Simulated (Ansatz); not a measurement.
CH4ClF2NSi (`N[C@@H](F)[Si@@H](F)Cl`). Total charge 0; spin multiplicity 1.

```xyz
10

N     0.875   -0.111    1.191
C    -0.053   -0.670    0.301
F    -1.318   -0.926    0.878
Si   -0.280    0.466   -1.192
F    -1.490   -0.054   -2.077
Cl   -0.717    2.342   -0.518
H     1.136   -0.721    1.953
H     0.604    0.798    1.540
H     0.316   -1.646   -0.035
H     0.926    0.523   -2.040
```

Give the diagnostics of a CCSD(T)/def2-TZVPP run (frozen core, Ansatz 0.2.0). (Estimate.)

The calculation gave: T1 = 0.0115, largest single amplitude 0.010, largest double 0.015, (T) share of the correlation energy 3.5 %, 9 CCSD cycles. The RHF solution is stable towards an unrestricted one. T1 lies under the customary mark of 0.02 for closed shells.
